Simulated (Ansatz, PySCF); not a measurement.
Stretching the Si3–H4 bond in GeH4Si (SMILES [SiH3][GeH]) (multiplicity 1 held, fragments rigid). Energies count from the point at 1.489 Å.
Geometry at that point (charge 0, multiplicity 1):
```xyz
6

Ge     0.0269     0.6789     0.5501
H     -0.4443     1.5532    -0.7038
Si    -0.0212    -1.2964    -0.9339
H      0.9083    -1.0877    -2.0778
H     -1.3924    -1.4771    -1.4849
H      0.3664    -2.5625    -0.2613
```

U- levels take the lowest unrestricted solution at each point, which mixes spins at long bonds. Levels need not reach the same state.

Correlated levels freeze the cores. Filled d and f shells under p-block atoms count as core. Rows in 3-21G carry no dispersion term and start afresh at each structure; the Pople sets are all-electron and without relativity.

Codes used: Ansatz (Gaussian basis) for Hartree–Fock, density functionals and correlated methods; PySCF for 3-21G rows. Values without a source in brackets are computed.

Energies in kJ/mol.

```json
[
 {"R (Å)": "1.191", "R-HF/3-21G": "130", "U-PBE/def2-TZVPP": "125", "U-B3LYP/def2-TZVPP": "118", "U-CCSD/def2-TZVPP": "119"},
 {"R (Å)": "1.340", "R-HF/3-21G": "26", "U-PBE/def2-TZVPP": "26", "U-B3LYP/def2-TZVPP": "23", "U-CCSD/def2-TZVPP": "23"},
 {"R (Å)": "1.489", "R-HF/3-21G": "0", "U-PBE/def2-TZVPP": "0", "U-B3LYP/def2-TZVPP": "0", "U-CCSD/def2-TZVPP": "0"},
 {"R (Å)": "1.638", "R-HF/3-21G": "15", "U-PBE/def2-TZVPP": "11", "U-B3LYP/def2-TZVPP": "15", "U-CCSD/def2-TZVPP": "16"},
 {"R (Å)": "1.786", "R-HF/3-21G": "49", "U-PBE/def2-TZVPP": "42", "U-B3LYP/def2-TZVPP": "48", "U-CCSD/def2-TZVPP": "51"},
 {"R (Å)": "2.010", "R-HF/3-21G": "118", "U-PBE/def2-TZVPP": "101", "U-B3LYP/def2-TZVPP": "112", "U-CCSD/def2-TZVPP": "117"},
 {"R (Å)": "2.233", "R-HF/3-21G": "192", "U-PBE/def2-TZVPP": "162", "U-B3LYP/def2-TZVPP": "176", "U-CCSD/def2-TZVPP": "186"},
 {"R (Å)": "2.605", "R-HF/3-21G": "311", "U-PBE/def2-TZVPP": "250", "U-B3LYP/def2-TZVPP": "267", "U-CCSD/def2-TZVPP": "281"},
 {"R (Å)": "2.977", "R-HF/3-21G": "413", "U-PBE/def2-TZVPP": "298", "U-B3LYP/def2-TZVPP": "313", "U-CCSD/def2-TZVPP": "330"},
 {"R (Å)": "3.424", "R-HF/3-21G": "513", "U-PBE/def2-TZVPP": "318", "U-B3LYP/def2-TZVPP": "334", "U-CCSD/def2-TZVPP": "348"},
 {"R (Å)": "4.020", "R-HF/3-21G": "609", "U-PBE/def2-TZVPP": "324", "U-B3LYP/def2-TZVPP": "343", "U-CCSD/def2-TZVPP": "353"},
 {"R (Å)": "4.764", "R-HF/3-21G": "683", "U-PBE/def2-TZVPP": "325", "U-B3LYP/def2-TZVPP": "345", "U-CCSD/def2-TZVPP": "354"}
]
```

Doubts at one or more of the structures used: a restricted determinant that unrestricted orbitals would lower (R-HF/3-21G); a spin-contaminated determinant (U-PBE/def2-TZVPP, U-B3LYP/def2-TZVPP, U-CCSD/def2-TZVPP); T1 above 0.05 (U-CCSD/def2-TZVPP); the program's own flag: large difference (U-CCSD/def2-TZVPP).

Ansatz is an electronic-structure program.
